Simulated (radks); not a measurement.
All-electron atom: Nd I in [Xe] 4f4 6s2. Method: scalar-relativistic Kohn-Sham, PBE, spin-unpolarised, spherical densities, finite nucleus; Fermi nuclear charge, rms radius 4.9123 fm; hard spherical wall at 3.5 bohr; computed with a radial shooting solver on a logarithmic mesh with Libxc functionals.

Normalised radial functions P(r) = r R(r), r in bohr:

r              5d       6p
0.003141   0.0000   0.0055
0.00409    0.0001   0.0086
0.005368   0.0002   0.0137
0.00699    0.0004   0.0213
0.009102   0.0009   0.0326
0.01185    0.0019   0.0491
0.01543    0.0037   0.0723
0.0201     0.0074   0.1030
0.02617    0.0143   0.1399
0.03407    0.0267   0.1778
0.04437    0.0478   0.2051
0.05777    0.0811   0.2023
0.07523    0.1280   0.1465
0.09796    0.1835   0.0251
0.1286     0.2314  -0.1461
0.1674     0.2363  -0.2808
0.218      0.1632  -0.2754
0.2839    -0.0011  -0.0680
0.3696    -0.2117   0.2535
0.4813    -0.3615   0.4453
0.6267    -0.3347   0.2823
0.8161    -0.0972  -0.1952
1.063      0.2691  -0.6383
1.384      0.6216  -0.6286
1.802      0.8229  -0.0146
2.346      0.7711   0.7685
3.055      0.3565   0.6381

5d (empty): eigenvalue 14.321 eV, 2 radial nodes at r = 0.283, 0.880 bohr, <r> = 1.98 bohr, 90 % of the charge inside 2.71 bohr. 6p (empty): eigenvalue 39.865 eV, 4 radial nodes at r = 0.102, 0.301, 0.740, 1.81 bohr, <r> = 2.14 bohr, 90 % of the charge inside 2.98 bohr.
